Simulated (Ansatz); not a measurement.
Geometry optimisation, RKS BLYP/def2-SVP in Ansatz 0.2.0.

The input (input.yaml):

```yaml
crystal:
  periodic: [false, false, false]
  atoms:
    - { symbol: Zn, position_ang: [0.0, 0.0, 0.0] }
    - { symbol: Cl, position_ang: [0.0, 0.0, 2.24] }
    - { symbol: Cl, position_ang: [0.0, 0.0, -2.24] }
basis:
  gaussian: { orbitals: def2-SVP }
hamiltonian:
  xc: blyp
relax:
  f_tol: 0.02
  max_steps: 40
output:
  orbitals: {}
```

Launched with:

```bash
$ ansatz run input.yaml --threads 1 --pin off --max-ram 2048MiB --backend cpu --events-out ev --progress --plain --runs-dir out
```

Question: Where does it end, and by what steps?

Answer: The run converged. After 3 steps the energy has fallen by 0.184 eV; Cl2 moved furthest, 0.12 Å.

```json
{"step": "0", "energy less start (eV)": "0.0000", "largest force component (eV/Å)": "1.379", "accepted": "yes"}
{"step": "1", "energy less start (eV)": "-0.1661", "largest force component (eV/Å)": "0.485", "accepted": "yes"}
{"step": "2", "energy less start (eV)": "-0.1828", "largest force component (eV/Å)": "0.114", "accepted": "yes"}
{"step": "3", "energy less start (eV)": "-0.1836", "largest force component (eV/Å)": "0.002", "accepted": "yes"}
```

```xyz
3
Properties=species:S:1:pos:R:3
Zn 0.000 0.000 0.000
Cl 0.000 0.000 2.118
Cl 0.000 0.000 -2.118
```

Time of the run: 9.9 s on 1 thread of Arm Neoverse V1 (shared host), peak memory 0.12 GiB.
